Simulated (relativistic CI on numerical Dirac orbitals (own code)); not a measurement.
# Level scheme of La49+

Method of calculation: Dirac-Coulomb-Breit CI, KLI orbitals optimised for each configuration, QED by a radiative potential, unscaled Slater integrals (own radial code, finite nucleus).

Configurations in the expansion (outside the closed core 1s2): 2s2.2p4, 2s.2p5, 2p6, 2p5.3s, 2p5.3p, 2p5.3d, 2s2.2p3.3s, 2s2.2p3.3p, 2s2.2p3.3d, 2s.2p4.3s, 2s.2p4.3p, 2s.2p4.3d, 2s2.2p3.4s, 2s2.2p3.4p, 2s2.2p3.4d, 2s2.2p3.4f, 2s.2p4.4s, 2s.2p4.4p, 2s.2p4.4d, 2s2.2p2.3s2, 2s.2p4.4f, 2s2.2p2.3s.3p, 2s2.2p3.5s, 2s2.2p3.5p, 2s2.2p3.5d, 2s2.2p2.3s.3d, 2s2.2p2.3p2, 2s2.2p3.5f, 2s2.2p3.5g, 2s2.2p2.3p.3d, 2s.2p3.3s2, 2s2.2p2.3d2, 2s.2p3.3s.3p, 2s.2p3.3s.3d, 2s.2p3.3p2, 2s.2p4.5s. Levels of other configurations are missing.

| No. | Configuration | Term | J | E (Ry) | % | Next component (%) | jj configuration (%) |
| --- | --- | --- | --- | --- | --- | --- | --- |
| 41 | 2s2.2p3.3p | 3P | 0 | 413.212 | 99 | 1 1S | 2p1/2 2p3/2^2 3p3/2 (96) |
| 42 | 2s2.2p3.3p | 1P | 1 | 414.147 | 47 | 29 3D | 2p1/2 2p3/2^2 3p3/2 (98) |
| 43 | 2s2.2p3.3p | 3D | 3 | 414.369 | 51 | 35 1F | 2p1/2 2p3/2^2 3p3/2 (89) |
| 44 | 2s2.2p3.3p | 3F | 4 | 414.652 | 100 |  | 2p1/2 2p3/2^2 3p3/2 (100) |
| 45 | 2s2.2p3.3p | 3P | 1 | 415.958 | 74 | 14 1P | 2p1/2 2p3/2^2 3p3/2 (96) |
| 46 | 2s.2p4.3s | 5P | 3 | 416.096 | 59 | 19 3D | 2s 2p3/2^2 3s (77) |
| 47 | 2s2.2p3.3p | 1D | 2 | 416.528 | 35 | 22 2s.2p4.3s 3P | 2p1/2 2p3/2^2 3p3/2 (63) |
| 48 | 2s2.2p3.3p | 3P | 1 | 417.400 | 46 | 25 3S | 2p1/2 2p3/2^2 3p3/2 (91) |
| 49 | 2s.2p4.3s | 3P | 2 | 417.443 | 29 | 23 2s2.2p3.3p 3D | 2p1/2 2p3/2^2 3p3/2 (54) |
| 50 | 2s2.2p3.3p | 1D | 2 | 418.097 | 32 | 28 3D | 2p1/2 2p3/2^2 3p3/2 (83) |
| 51 | 2s2.2p3.3d | 5D° | 1 | 419.857 | 44 | 41 3D° | 2p1/2 2p3/2^2 3d3/2 (98) |
| 52 | 2s2.2p3.3d | 3F° | 2 | 419.970 | 39 | 38 5D° | 2p1/2 2p3/2^2 3d3/2 (97) |
| 53 | 2s2.2p3.3d | 5D° | 0 | 420.018 | 53 | 28 1S° | 2p1/2 2p3/2^2 3d3/2 (97) |
| 54 | 2s2.2p3.3d | 3G° | 3 | 420.358 | 37 | 24 5D° | 2p1/2 2p3/2^2 3d3/2 (93) |
| 55 | 2s2.2p3.3d | 3G° | 4 | 421.480 | 56 | 31 1G° | 2p1/2 2p3/2^2 3d3/2 (98) |
| 56 | 2s.2p4.3s | 3S | 1 | 421.554 | 53 | 28 5P | 2s 2p3/2^2 3s (92) |
| 57 | 2s2.2p3.3d | 3F° | 3 | 421.613 | 26 | 21 2s.2p4.3p 3D° | 2s 2p3/2^2 3p1/2 (53) |
| 58 | 2s.2p4.3p | 5P° | 2 | 421.663 | 23 | 18 3P° | 2s 2p3/2^2 3p1/2 (71) |
| 59 | 2s2.2p3.3d | 5D° | 4 | 421.964 | 53 | 22 1G° | 2p1/2 2p3/2^2 3d5/2 (98) |
| 60 | 2s.2p4.3s | 3P | 1 | 422.058 | 35 | 34 3D | 2s 2p3/2^2 3s (94) |
| 61 | 2s.2p4.3s | 3P | 2 | 422.063 | 50 | 18 1D | 2s 2p3/2^2 3s (97) |
| 62 | 2s2.2p3.3d | 3D° | 3 | 422.094 | 55 | 25 5D° | 2p1/2 2p3/2^2 3d5/2 (98) |
| 63 | 2s2.2p3.3d | 3P° | 2 | 422.488 | 27 | 16 1D° | 2p1/2 2p3/2^2 3d3/2 (63) |
| 64 | 2s2.2p3.3d | 3D° | 1 | 422.531 | 29 | 28 3S° | 2p1/2 2p3/2^2 3d3/2 (75) |
| 65 | 2s2.2p3.3d | 3D° | 3 | 422.861 | 23 | 19 3F° | 2p1/2 2p3/2^2 3d3/2 (55) |
| 66 | 2s.2p4.3s | 1S | 0 | 423.019 | 61 | 38 3P | 2s 2p3/2^2 3s (99) |
| 67 | 2s2.2p3.3d | 3P° | 1 | 423.421 | 54 | 35 3D° | 2p1/2 2p3/2^2 3d5/2 (75) |
| 68 | 2s2.2p3.3d | 3F° | 4 | 423.544 | 74 | 25 1G° | 2p1/2 2p3/2^2 3d5/2 (99) |
| 69 | 2s2.2p3.3d | 3G° | 5 | 423.668 | 100 |  | 2p1/2 2p3/2^2 3d5/2 (100) |
| 70 | 2s2.2p3.3d | 3F° | 2 | 423.757 | 46 | 33 3D° | 2p1/2 2p3/2^2 3d3/2 (75) |
| 71 | 2s2.2p3.3d | 1S° | 0 | 424.195 | 49 | 49 3P° | 2p1/2 2p3/2^2 3d5/2 (98) |
| 72 | 2s2.2p3.3d | 3D° | 2 | 424.417 | 54 | 17 3F° | 2p1/2 2p3/2^2 3d5/2 (76) |
| 73 | 2s2.2p3.3d | 1P° | 1 | 424.656 | 35 | 33 3S° | 2p1/2 2p3/2^2 3d5/2 (57) |
| 74 | 2s2.2p3.3d | 1F° | 3 | 425.531 | 55 | 33 3D° | 2p1/2 2p3/2^2 3d5/2 (96) |
| 75 | 2s2.2p3.3d | 1D° | 2 | 425.741 | 49 | 28 3P° | 2p1/2 2p3/2^2 3d5/2 (88) |
| 76 | 2s2.2p3.3d | 1P° | 1 | 425.772 | 35 | 33 3D° | 2p1/2 2p3/2^2 3d3/2 (50) |
| 77 | 2s2.2p3.3d | 3P° | 2 | 426.748 | 44 | 35 3D° | 2p1/2 2p3/2^2 3d5/2 (96) |
| 78 | 2s2.2p3.3d | 3F° | 3 | 426.987 | 43 | 34 1F° | 2p1/2 2p3/2^2 3d5/2 (97) |
| 79 | 2s.2p4.3p | 3P° | 0 | 427.423 | 73 | 25 5D° | 2s 2p3/2^2 3p1/2 (98) |
| 80 | 2s.2p4.3p | 3P° | 1 | 427.634 | 38 | 20 3D° | 2s 2p3/2^2 3p1/2 (92) |
| 81 | 2s.2p4.3p | 3P° | 1 | 427.690 | 40 | 23 1P° | 2s 2p3/2^2 3p1/2 (90) |
| 82 | 2s.2p4.3p | 3F° | 2 | 427.769 | 27 | 27 3D° | 2s 2p3/2^2 3p1/2 (97) |
| 83 | 2s.2p4.3p | 5D° | 4 | 430.705 | 73 | 26 3F° | 2s 2p3/2^2 3p3/2 (99) |
| 84 | 2s.2p4.3p | 3D° | 3 | 430.811 | 48 | 39 5P° | 2s 2p3/2^2 3p3/2 (98) |
| 85 | 2s.2p4.3p | 3S° | 1 | 431.471 | 41 | 31 3P° | 2s 2p3/2^2 3p3/2 (96) |

Energies count from the lowest computed level; ° marks odd parity. Filled j subshells are mostly left out of the jj labels.

The mean weight of the leading LS term, summed over parents, in these 45 levels is 49 %, and that of the leading jj configuration (from the same eigenvectors) 87 %, so jj coupling describes them better and the LS labels are nominal.

At this charge energies of transitions that change n are usually good to better than 1 %, and those within a shell (Δn = 0) to a few per cent.

LS names give the leading component of a level, which can be under half, so a name can repeat, a term be missing and a line seem to break the LS rules.
